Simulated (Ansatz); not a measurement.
Al₂Ru₂, relaxed as a singlet with RKS r2SCAN-D4/def2-SVP in Ansatz, starting from the GFN2-xTB geometry. Force threshold 0.02 eV/Å.

In the def2 sets Ru takes a core potential; there is no spin–orbit coupling. The restricted singlet is unstable towards broken spin symmetry in Hartree–Fock (as tested in another run); at r2SCAN-D4/def2-SVP this wasn't settled. No other spin state of charge 0 was run. Another isomer (quintet) lies 1.79 eV lower at PBE0-D4/def2-TZVP; other spin states weren't run for this one.

Start:

```tsv
atom	x (Å)	y (Å)	z (Å)
Ru1	0.5072	1.5280	1.0268
Ru2	-0.4362	-1.6208	-0.9125
Al3	-1.3203	-0.0216	0.6784
Al4	1.2493	0.1144	-0.7928
```

**Question.** Estimate the energy that the relaxation releases and the steps that it takes.

**Answer.** 70.7 kJ/mol, in 6 steps; 23 s on 4 threads of Arm Neoverse V1 on a shared host. No frequencies were taken in this run, so the end may be a saddle point.

**Question.** Does the start keep its bonding and symmetry?

**Answer.** By distances, no bond broke or formed. The bond that changes most is Al3–Al4, from 2.96 to 2.47 Å (atoms count from 1). Point group C2v at the start, D2h at the end, both within 0.05 Å.

**Question.** Predict the relaxed structure.

**Answer.** 
| atom | x (Å) | y (Å) | z (Å) |
| --- | --- | --- | --- |
| Ru1 | 0.484 | 1.613 | 0.994 |
| Ru2 | -0.483 | -1.614 | -0.993 |
| Al3 | -1.071 | -0.056 | 0.613 |
| Al4 | 1.071 | 0.057 | -0.614 |
Bond lengths (bridged metal pairs left out): 4 × Al–Ru 2.31 Å; 1 × Al–Al 2.47 Å.
